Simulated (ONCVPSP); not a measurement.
## Before and after: ONCV potential for Se

```
Element                 : Se (Z = 34)
Generator               : ONCVPSP 4.0.1
Type                    : optimised norm-conserving Vanderbilt (ONCV)
Functional              : LDA (Perdew-Wang 92)
Relativity              : scalar-relativistic
Frozen core             : [Ne]
Valence charge          : 24
Reference configuration : 3s2 3p6 3d10 4s2 4p4
Partial waves           : 3s+4s: rc 1.00 bohr, ncon 4, nbas 7, qcut 11 1/bohr, 2 projectors; 3p+4p: rc 1.20 bohr, ncon 3, nbas 7, qcut 13.9 1/bohr, 2 projectors; 3d: rc 0.70 bohr, ncon 4, nbas 9, qcut 23.3 1/bohr, 2 projectors, debl 1.3 Ha
Local potential         : polynomial inside 0.55 bohr (lpopt 1, dvloc0 1 Ha)
Core correction         : polynomial model core, fcfact 0.45
```

In the d channel the program set the typed energies aside and used -1.962, 0.250 Ha.

Change: all radii but the core radius scaled by about 1.15 (s 1.16, p 1.38, d 0.80 bohr); local potential polynomial inside 0.64 bohr (lpopt 1, dvloc0 1 Ha).

Cutoffs: the cutoffs (Ha) at which the residual kinetic energy of the hardest occupied pseudo-wave falls to 1 and 0.1 mHa per electron; they do not see the model core or the augmentation charge, which bear on the density cutoff. Errors are all-electron minus pseudo energies relative to the spin-unpolarised reference configuration.

Task: What does the change do?

Result: The potential gets softer (209 Ha and 235 Ha → 189 Ha and 214 Ha); of the 4 tests that both files solve, the error grows in 1 and shrinks in 0 by more than 15 % and 0.3 meV (median size 6.0 → 6.6 meV); neither file shows a bound ghost. A larger radius leaves more room for a smooth pseudo-wave, so fewer plane waves are needed.

| quantity | base | changed |
| --- | --- | --- |
| cutoff, loose | 209 Ha | 189 Ha |
| cutoff, tight | 235 Ha | 214 Ha |
| loose cutoff by channel | s 47 Ha, p 62 Ha, d 209 Ha | s 36 Ha, p 56 Ha, d 189 Ha |
| bound ghosts | none | none |
| GHOST(+) flags under 300 eV | none | none |
| error for 3s2 3p6 3d10 4s2 4p3, meV [ΔE 11.00 eV] | -1.5 | -1.7 |
| error for 3s2 3p6 3d10 4s2 4p2, meV [ΔE 31.56 eV] | -4.2 | -4.6 |
| error for 3s2 3p6 3d10 4s2 4p1, meV [ΔE 62.71 eV] | -7.7 | -8.6 |
| error for 3s1 3p6 3d10 4s2 4p4, meV [ΔE 224.27 eV] | -337 | -536 |
| rms error of d²Exc/dni dnj with the model core, mHa | 1.37 | 1.51 |
